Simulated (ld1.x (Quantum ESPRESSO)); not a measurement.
**V (Z = 23), TM: configuration errors across variants**

vanadium, norm-conserving Troullier–Martins (Kleinman–Bylander form), made with ld1.x (Quantum ESPRESSO) 7.5 (PBEsol, non-relativistic). Core [Ne], reference 3s2 3p6 3d3 4s2 4p0. Waves: 3s (bound): rc 1.40 bohr; 3d (bound): rc 1.20 bohr; 3p (bound): rc 1.25 bohr. Local part: the p channel. Core correction: none.

Occupied shells without a wave of their own: 4s. They enter only through the test configuration that unscreens the potential.

All-electron excitation energies from the reference (eV): (1) 3s2 3p6 3d3 4s1 4p0 7.672; (2) 3s2 3p6 3d3 4s0 4p0 21.749; (3) 3s2 3p6 3d2 4s0 4p0 50.769; (4) 3s2 3p6 3d3 4s0 4p1 11.689; (5) 3s2 3p6 3d1 4s0 4p0 96.835; (6) 3s2 3p6 3d4 4s0 4p0 6.868; (7) 3s2 3p6 3d3.5 4s1.5 4p0 -0.054.

For the base: The 4s level has no wave, so the channel is fitted at the deeper level alone: the likely source of the large errors.

The file “all radii scaled by about 1.20 (s 1.68, p 1.50, d 1.44 bohr)” misses its own reference levels by 0.4 eV. The file “all radii scaled by about 1.26 (s 1.76, p 1.58, d 1.52 bohr)” misses its own reference levels by 0.5 eV. The file “all radii scaled by about 1.37 (s 1.92, p 1.72, d 1.64 bohr)” misses its own reference levels by 0.6 eV.

Errors AE − PS in meV (a dash: test not solved or not reliable):

```tsv
change	(1)	(2)	(3)	(4)	(5)	(6)	(7)	bound ghosts
base	-285	-747	-1180	-580	-1611	-412	-87	none
all radii scaled by about 0.80 (s 1.12, p 1.00, d 0.96 bohr)	-98	-255	-404	-195	-548	-139	-29	none
all radii scaled by about 1.05 (s 1.48, p 1.32, d 1.26 bohr)	-358	-939	-1478	-729	-2017	-520	-109	none
all radii scaled by about 1.20 (s 1.68, p 1.50, d 1.44 bohr)	-555	-1461	-2291	-1148	-3118	-815	-170	none
all radii scaled by about 1.26 (s 1.76, p 1.58, d 1.52 bohr)	-631	-1665	-2608	-1319	-3541	-930	-194	none
all radii scaled by about 1.37 (s 1.92, p 1.72, d 1.64 bohr)	-759	-2011	-3150	-1621	-4262	-1123	-234	none
```

**Question.** Give the same row for: all radii scaled by about 0.86 (s 1.20, p 1.08, d 1.02 bohr).

**Answer.** -138, -362, -574, -279, -783, -198, -42; bound ghosts: none.
